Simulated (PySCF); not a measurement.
This script is equivalent to a calculation on N (nitrogen, neutral).

```python
from pyscf import gto, scf, dft, mp, cc
import basis_set_exchange as bse
mol = gto.M(atom="N 0 0 0", charge=0, spin=3, symmetry="D2h",
            basis=gto.basis.parse(bse.get_basis("x2c-QZVPPall", elements=["N"], fmt="nwchem", augment_diffuse=1)),
            nucmod="G")
mf = dft.UKS(mol, xc="PBE").sfx2c1e()
mf.irrep_nelec = {'Ag': (2, 2), 'B1u': (1, 0), 'B2u': (1, 0), 'B3u': (1, 0)}
mf.kernel()
```

Problem. What total energy does it give?

Solution. -54.566 hartree (calculated).

Problem. Which occupied shell lies highest, and where?

Solution. 2p α, at -8.297 eV.

Problem. What is ⟨S²⟩, and what would a pure spin state give?

Solution. 3.753, against 3.75.
